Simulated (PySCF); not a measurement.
CH₂NO, SMILES O=[C]N, multiplicity 2.

The structure is a stationary point at PBE0-D3(BJ)/def2-TZVP. The isomer is the one that the SMILES or the coordinates give; other isomers of the formula were not compared. Other conformers were not sampled.

Calculation: PySCF 2.14.0 with TDA-PBE0/def2-SVPD.

Vertical excitations. The molecule is in vacuum.

```csv
state,energy (eV),λ (nm),f,main pairs
root 1,4.12,301,0.005,α HOMO→LUMO 97 %
root 2,4.67,266,0.000,β HOMO→LUMO 97 %
root 3,5.56,223,0.013,α HOMO→LUMO+1 97 %
root 4,5.91,210,0.034,"α HOMO−1→LUMO 9 %, β HOMO−1→LUMO 81 %"
root 5,6.56,189,0.053,"α HOMO→LUMO+2 59 %, α HOMO−1→LUMO 24 %, β HOMO→LUMO+2 14 %"
root 6,6.62,187,0.034,"α HOMO→LUMO+2 38 %, α HOMO−1→LUMO 25 %, β HOMO→LUMO+2 29 %, β HOMO−1→LUMO 5 %"
root 7,7.37,168,0.025,α HOMO→LUMO+3 97 %
root 8,7.51,165,0.007,"α HOMO−1→LUMO+1 26 %, β HOMO−2→LUMO 44 %, β HOMO→LUMO+1 20 %"
root 9,7.80,159,0.021,"α HOMO−1→LUMO+1 51 %, β HOMO−2→LUMO 33 %"
root 10,7.97,156,0.017,α HOMO→LUMO+4 92 %
```
Unrestricted roots are not spin-pure.
